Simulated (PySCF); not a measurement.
C6H11N3.
Bonds: C1–C2, C2–C3, C3–C4 (aromatic), C4–N5 (aromatic), N5–N6 (aromatic), N6–C7, C7–C8, N6–N9 (aromatic), C3–N9 (aromatic). Hydrogens: H10, H11, H12 on C1; H13, H14 on C2; H15 on C4; H16, H17 on C7; H18, H19, H20 on C8.

A GFN2-xTB structure was refined with PBE0-D3(BJ)/def2-SVP geometry optimisation, gas phase (PySCF). Its GFN2-xTB values:

| coordinate | GFN2-xTB |
| --- | --- |
| C1–C2 | 1.551 Å |
| C1–H10 | 1.087 Å |
| C1–H11 | 1.052 Å |
| C2–C3 | 1.501 Å |
| C2–H13 | 1.092 Å |
| C3–C4 | 1.391 Å |
| C3–N9 | 1.306 Å |
| C4–N5 | 1.361 Å |
| C4–H15 | 1.041 Å |
| N5–N6 | 1.298 Å |
| N6–C7 | 1.423 Å |
| N6–N9 | 1.309 Å |
| C7–C8 | 1.517 Å |
| C7–H16 | 1.075 Å |
| C8–H18 | 1.078 Å |
| C1–C2–C3 | 111.9° |
| C2–C3–C4 | 127.3° |
| C3–C4–N5 | 105.7° |
| C4–C3–N9 | 109.3° |
| C4–N5–N6 | 105.3° |
| N5–N6–C7 | 123.2° |
| N5–N6–N9 | 114.4° |
| N6–C7–C8 | 111.0° |
| C1–C2–C3–C4 | 88° |

How do these coordinates change at the PBE0-D3(BJ)/def2-SVP level?

```csv
coordinate,PBE0-D3(BJ)/def2-SVP (Å or °),change
C1–H11,1.101,+0.049
C4–H15,1.088,+0.047
C4–N5,1.330,-0.031
C3–N9,1.333,+0.027
C1–C2,1.527,-0.024
N6–C7,1.447,+0.024
C7–H16,1.098,+0.023
C8–H18,1.100,+0.022
C3–C4,1.409,+0.018
N5–N6,1.313,+0.015
C1–H10,1.100,+0.013
C2–H13,1.102,+0.010
C2–C3,1.492,-0.009
N6–N9,1.316,+0.007
C7–C8,1.517,0.000
C2–C3–C4,130.3,+3.0
C3–C4–N5,108.6,+2.9
C4–C3–N9,107.2,-2.1
N5–N6–N9,115.8,+1.4
C4–N5–N6,103.9,-1.4
N6–C7–C8,112.2,+1.2
N5–N6–C7,122.0,-1.2
C1–C2–C3,112.9,+1.0
C1–C2–C3–C4,90,+2
```

The energy falls by 24.2 kJ/mol over 7 energy and gradient evaluations, the largest force component goes from 0.0626 to 1.9e-04 Eh/bohr, and the atoms move by 0.045 Å rms after alignment. The bond that changes most is C1–H11 (methyl carbon to methyl hydrogen), which lengthens by 0.049 Å. Bonds longer at the end by more than 0.005 Å: 13 of 20; shorter: 6. Rotational constants go from 3616, 977.6, 880.2 to 3516, 975.5, 871.3 MHz.

The run used 181 basis functions and 48 SCF cycles in all. On one thread of an Arm Neoverse V2, shared host with 192 logical CPUs at a one-minute load of 149, this took 1.8 min and 0.81 GiB of memory at its peak.

Stationary, but not proved a minimum. The numbers are those of one conformer.

Conformer computed: `[CH3:1][CH2:2][c:3]1[cH:4][n:5][n:6]([CH2:7][CH3:8])[n:9]1`: C1–C2–C3–C4 90°, N5–N6–C7–C8 -86°.
